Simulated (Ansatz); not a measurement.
Correlation energies of `O/C=C/BF` by basis set

Z-matrix (Å, degrees):
```
C
C 1 1.343
O 1 1.333 2 127.4
H 1 1.086 2 121.6 3 -180.0
B 2 1.517 1 118.5 3 -180.0
H 2 1.090 1 119.2 3 0.0
H 3 0.965 1 109.5 2 0.0
F 5 1.332 2 120.7 1 -180.0
H 5 1.202 2 122.2 1 -0.0
```

Total charge 0; spin multiplicity 1. All single points use the PBE0-D4/def2-TZVP geometry. It is one conformer, not always the lowest. Frozen core, restricted reference, Ansatz. CBS rows extrapolate triple and quadruple zeta; past MP2 they add the triple-zeta difference.

```csv
basis,HF (Eh),MP2 corr.
def2-SVP,-276.88073,-0.71044
def2-TZVPP,-277.21499,-0.89982
def2-QZVPP,-277.22755,-0.97045
```

Estimate the CCSD correlation energy and the (T) correction in each basis where they were run (hartree).


```json
{"basis": "def2-SVP", "CCSD corr.": "-0.74398", "(T)": "-0.02090"}
{"basis": "def2-TZVPP", "CCSD corr.": "-0.92345", "(T)": "-0.03584"}
{"basis": "CBS(def2)", "CCSD corr.": "-1.04640", "(T)": "as TZ"}
```
